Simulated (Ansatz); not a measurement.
Nudged elastic band run: H5NS2Si

The input (input.yaml):

```yaml
crystal:
  periodic: [false, false, false]
  atoms:
    - { symbol: "N", position_ang: [-0.162708, 0.857585, -1.153362] }
    - { symbol: Si, position_ang: [0.65908, -0.530365, -0.585235] }
    - { symbol: S, position_ang: [-0.296157, -1.59436, 1.059842] }
    - { symbol: S, position_ang: [-0.265452, -0.082068, 2.515181] }
    - { symbol: H, position_ang: [-1.041048, 0.80128, -1.630675] }
    - { symbol: H, position_ang: [-0.032279, 1.749496, -0.717914] }
    - { symbol: H, position_ang: [1.998656, -0.11017, -0.139347] }
    - { symbol: H, position_ang: [0.704605, -1.565339, -1.637914] }
    - { symbol: H, position_ang: [-1.476097, 0.42764, 2.272224] }
basis:
  gaussian: { orbitals: def2-SVP }
hamiltonian:
  xc: hf
neb:
  order_check: false
  images: 7
  f_tol: 0.05
  max_iterations: 60
  initial_path: idpp
  final_atoms:
    - { symbol: "N", position_ang: [0.04009823, 0.9888528, -1.29400802] }
    - { symbol: Si, position_ang: [0.67040928, -0.37805064, -0.48265885] }
    - { symbol: S, position_ang: [0.75397517, -0.24935198, 1.69190974] }
    - { symbol: S, position_ang: [-1.29113369, -0.00416996, 2.09858604] }
    - { symbol: H, position_ang: [-0.94936473, 1.13727482, -1.34335661] }
    - { symbol: H, position_ang: [0.53733084, 1.85857378, -1.30238274] }
    - { symbol: H, position_ang: [2.08952631, -0.5662416, -0.84456465] }
    - { symbol: H, position_ang: [-0.16554981, -1.54222028, -0.82791845] }
    - { symbol: H, position_ang: [-1.5966916, -1.29096793, 2.28719353] }
```

Command:

```bash
$ ansatz run input.yaml --threads 1 --pin off --max-ram 2048MiB --backend cpu --events-out ev --progress --plain --runs-dir out
```

Output, in part (warnings, iteration lines, the closing report on the highest movable image, with atoms numbered from 0):

```
NEB end point (image 0): max|allowed force component| = 6.611e-3 eV/Å (the criterion of neb.relax_end_points is 1.000e-2)
NEB end point (image 8): max|allowed force component| = 9.059e-3 eV/Å (the criterion of neb.relax_end_points is 1.000e-2)
NEB iter   1: max|band force component| = 9.801e-1 eV/Å  barrier→ = 0.4274 eV  barrier← = 0.4366 eV  Δτ_max = 0.1997 Å  (325 SCF iters)
NEB iter   2: max|band force component| = 6.427e-1 eV/Å  barrier→ = 0.1996 eV  barrier← = 0.2087 eV  Δτ_max = 0.2000 Å  (235 SCF iters)
NEB iter   3: max|band force component| = 2.336e-1 eV/Å  barrier→ = 0.1744 eV  barrier← = 0.1836 eV  CI = image 4  Δτ_max = 0.0768 Å  (238 SCF iters)
NEB iter   4: max|band force component| = 1.191e-1 eV/Å  barrier→ = 0.1591 eV  barrier← = 0.1682 eV  CI = image 4  Δτ_max = 0.0711 Å  (238 SCF iters)
NEB iter   5: max|band force component| = 1.027e-1 eV/Å  barrier→ = 0.1544 eV  barrier← = 0.1636 eV  CI = image 4  Δτ_max = 0.0568 Å  (232 SCF iters)
NEB iter   6: max|band force component| = 6.464e-2 eV/Å  barrier→ = 0.1524 eV  barrier← = 0.1615 eV  CI = image 4  Δτ_max = 0.0351 Å  (222 SCF iters)
NEB iter   7: max|band force component| = 5.264e-2 eV/Å  barrier→ = 0.1516 eV  barrier← = 0.1607 eV  CI = image 4  Δτ_max = 0.0245 Å  (219 SCF iters)
NEB iter   8: max|band force component| = 4.512e-2 eV/Å  barrier→ = 0.1513 eV  barrier← = 0.1605 eV  CI = image 4  Δτ_max = 0.0231 Å  (192 SCF iters)
NEB iter   9: max|band force component| = 6.920e-2 eV/Å  barrier→ = 0.1514 eV  barrier← = 0.1606 eV  CI = image 4  Δτ_max = 0.0275 Å  (35 SCF iters)
NEB iter  10: max|band force component| = 6.265e-2 eV/Å  barrier→ = 0.1510 eV  barrier← = 0.1602 eV  CI = image 4  Δτ_max = 0.0285 Å  (211 SCF iters)
NEB iter  11: max|band force component| = 3.480e-2 eV/Å  barrier→ = 0.1510 eV  barrier← = 0.1601 eV  CI = image 4  Δτ_max = 0.0000 Å  (465 SCF iters)
Total energy: -31048.56861231 eV, -1141.0138510268 hartree
Atom 0 at     0.189920     1.047412    -0.908866 Å, force     0.003434     0.009323     0.007536 eV/Å
Atom 1 at     0.826469    -0.497707    -0.549728 Å, force    -0.002844     0.006156     0.005552 eV/Å
Atom 2 at     0.108411    -1.397861     1.332123 Å, force    -0.001484    -0.008891    -0.003413 eV/Å
Atom 3 at    -1.162397     0.053045     2.139830 Å, force    -0.001691     0.002675    -0.003995 eV/Å
Atom 4 at    -0.746660     1.142474    -1.251391 Å, force     0.000317    -0.006999    -0.002951 eV/Å
Atom 5 at     0.440502     1.838626    -0.347085 Å, force    -0.002296     0.001092    -0.005895 eV/Å
Atom 6 at     2.293353    -0.416292    -0.420208 Å, force    -0.001576    -0.002298     0.000483 eV/Å
Atom 7 at     0.450515    -1.434213    -1.626496 Å, force    -0.000913    -0.001182     0.000712 eV/Å
Atom 8 at    -2.311513    -0.381784     1.614621 Å, force     0.007052     0.000125     0.001971 eV/Å
Dipole moment:    -0.257458     0.303816    -0.316174 e Å
```

It converged. The band force fell under the threshold earlier too, but the program's further tests of the path sent the band on. A vibrational analysis at the climbing image gives one clearly imaginary mode, 103i cm⁻¹: a first-order saddle point.

Final band (atoms are numbered from 1 in the order of the input):

| image | path coordinate (Å) | energy (eV) | dihedral N1–Si2–S3–S4 (°) |
| --- | --- | --- | --- |
| 0 | 0.00 | 0.000 | -62 |
| 1 | 0.46 | 0.018 | -49 |
| 2 | 0.92 | 0.069 | -35 |
| 3 | 1.38 | 0.125 | -19 |
| 4 | 1.84 | 0.151 | -2 |
| 5 | 2.35 | 0.124 | 17 |
| 6 | 2.87 | 0.064 | 34 |
| 7 | 3.38 | 0.011 | 48 |
| 8 | 3.90 | -0.009 | 61 |

Run time: 2.8 min on 1 CPU thread of a shared host.
